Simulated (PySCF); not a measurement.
Geometries of 2 isomers of C5H7GeNO, from PBE0-D3(BJ)/def2-SVP geometry optimisation, gas phase in PySCF. One conformer each, no zero-point energy, no frequencies.

**Question.** Which is lower in electronic energy at this level?
A.
```xyz
15
angstrom
Ge     2.843   -0.062    0.527
O      1.485   -1.144   -0.057
C      0.265   -0.625   -0.005
C     -0.843   -1.383   -0.425
C     -2.093   -0.792   -0.350
C     -2.216    0.517    0.131
C     -1.056    1.176    0.519
N      0.153    0.617    0.452
H      2.955    1.176   -0.369
H      4.034   -1.011    0.313
H      2.655    0.266    2.012
H     -0.692   -2.399   -0.792
H     -2.979   -1.349   -0.667
H     -3.186    1.010    0.202
H     -1.095    2.201    0.903
```
B.
```xyz
15
angstrom
Ge    -2.374    0.572   -0.188
O     -0.748    1.284   -0.525
C      0.424    0.693   -0.269
C      1.600    1.389   -0.581
C      2.823    0.783   -0.318
N      2.960   -0.431    0.217
C      1.842   -1.086    0.508
C      0.559   -0.583    0.291
H     -3.319    1.673   -0.670
H     -2.488    0.309    1.322
H     -2.515   -0.727   -0.998
H      1.535    2.386   -1.020
H      3.750    1.317   -0.557
H      1.958   -2.084    0.947
H     -0.312   -1.186    0.559
```

**Answer.** A. That is `[GeH3][O]c1ccccn1`, 10.8 kcal/mol below the other.

```csv
SMILES,atoms numbered as above,E (Eh),relative (kcal/mol),relative (kJ/mol),dipole (D)
[GeH3][O]c1ccccn1,[GeH3:1][O:2][c:3]1[cH:4][cH:5][cH:6][cH:7][n:8]1,-2400.62228,0.0,0.0,1.03
[GeH3][O]c1ccncc1,[GeH3:1][O:2][c:3]1[cH:4][cH:5][n:6][cH:7][cH:8]1,-2400.60503,10.8,45.3,3.69
```
